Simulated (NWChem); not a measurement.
**Basis-set convergence for HBF2**

SMILES: B(F)F
```xyz
4

B      0.0000     0.0000     0.4571
H      0.0000     0.0000     1.6591
F     -1.1250     0.0000    -0.2191
F      1.1250     0.0000    -0.2191
```
Charge 0, spin multiplicity 1.

Everything below was run with NWChem. The geometry was optimised at PBE0/def2-SVP, a minimum by its harmonic frequencies.

Quantity: dipole moment at the level PBE.

The Pople sets run with spherical d functions. The structure started from a generated list of species.

```
basis        functions  dipole moment (D)
-----------  ---------  -----------------
3-21G               29         (withheld)
6-31G*              44         (withheld)
cc-pVDZ             47         (withheld)
pcseg-1             47               0.74
6-311++G**          73               0.83
aug-cc-pVDZ         78               0.77
def2-TZVP           99               0.75
pcseg-2            104               0.80
def2-TZVPP         107               0.75
aug-cc-pVTZ        161               0.78
```

### Question
Some entries are withheld; supply them.

### Answer

- 3-21G, dipole moment (D): 0.56
- 6-31G*, dipole moment (D): 0.52
- cc-pVDZ, dipole moment (D): 0.61
